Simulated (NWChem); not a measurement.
Species: C2H3O2, doublet; SMILES CC([O])=O

```xyz
7

C      0.0213     1.3381    -0.0073
C     -0.0076    -0.1491    -0.0049
O     -1.0468    -0.8331     0.1133
O      1.0127    -0.8682    -0.1012
H      0.3780     1.6894     0.9730
H     -0.9848     1.7381    -0.1897
H      0.7238     1.6963    -0.7728
```
Atoms are numbered in this order, from 1.

Program: NWChem. Pople sets run with spherical d functions. Spin-unrestricted. Geometry: optimised at PBE0/def2-SVP, spin-unrestricted. No stability test was run on the SCF state. Level: PBE0/6-31G* with COSMO at NWChem's default radii, gas-phase geometry; rows give the dielectric constant. Reactions with the solvent are ignored.

| dielectric constant | electrostatic solvation energy (kcal/mol) | dipole in solution (D) |
|---|---|---|
| 1.5 | -1.6 | 3.34 |
| 11.7 | -4.7 | 3.74 |
| 20.7 | -5.0 | 3.77 |
| 46.7 | -5.1 | 3.79 |
| 78.4 | -5.2 | 3.80 |
